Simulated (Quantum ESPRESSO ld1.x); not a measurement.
Results of a calculation; reference values are marked as such.
All-electron atom: the osmium ion Os47+ in [Ar] 3d10 4s1.

Code: ld1.x of Quantum ESPRESSO 7.5. Model: scalar-relativistic Kohn-Sham, relativistic LDA (MacDonald-Vosko exchange, VWN5 correlation), spin-unpolarised, spherical densities, point nucleus.

Energy parts (hartree):
part                      energy
total                 -15639.065
kinetic                17420.566
electron-nucleus      -35763.806
Hartree                 2908.267
exchange-correlation    -204.093

Orbitals (lengths in bohr, moments of r in powers of bohr):
orbital,occ.,eigenvalue (hartree),<r^4>,<r^2>,<1/r>
1s,2,-2786.54,5.198e-07,0.0004368,90.08
2s,2,-558.526,0.00007651,0.006661,21.14
2p,6,-498.678,0.00006041,0.005530,19.04
3s,2,-193.306,0.002568,0.04157,7.996
3p,6,-175.591,0.002699,0.04186,7.376
3d,10,-156.538,0.001975,0.03402,6.968
4s,1,-95.3222,0.03493,0.1591,3.970
4p,0,-88.5287,0.03926,0.1676,3.723
5s,0,-56.7677,0.2551,0.4372,2.381

The highest occupied level is 4s at -2593.8 eV. For comparison, the ionisation energy in NIST's Atomic Spectra Database is 2616 eV (semi-empirical). In exact Kohn-Sham theory the highest level is minus the ionisation energy, but local and semilocal functionals leave it too shallow, through self-interaction and a potential that decays too fast; potentials with the right tail come closer.

Beside tabulated values, note that spin-unpolarised runs miss the spin-polarisation part of the exchange energy of open shells.
